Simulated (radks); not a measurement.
Values are calculated unless marked as measured or tabulated.
Coulomb parameter of the 4f shell of the thulium ion Tm3+ in the model configuration [Xe] 4f10.5 6s1.5, as a second difference U = [E(n + 0.5) + E(n - 0.5) - 2 E(n)] / (0.5)^2 with all orbitals relaxed. "Bare": the charge of the atom changes with n. "Screened": the 6s shell takes up the change at fixed total charge, which measures U(4f,4f) + U(6s,6s) - 2 U(4f,6s). Level of theory: scalar-relativistic Kohn-Sham, PBE, spin-unpolarised, spherical densities, finite nucleus; Fermi nuclear charge, rms radius 5.2256 fm (a radial shooting solver on a logarithmic mesh with Libxc functionals).

| case | configuration | E - E(n) (eV) |
|---|---|---|
| start | [Xe] 4f10.5 6s1.5 | 0.000 |
| bare +0.5 | [Xe] 4f11 6s1.5 | -23.534 |
| bare -0.5 | [Xe] 4f10 6s1.5 | 28.999 |
| screened +0.5 | [Xe] 4f11 6s1 | -11.237 |
| screened -0.5 | [Xe] 4f10 6s2 | 13.640 |

U(bare) = 21.859 eV, U(screened by 6s) = 9.613 eV, against the Slater integral F0(4f,4f) = 36.010 eV with frozen orbitals.
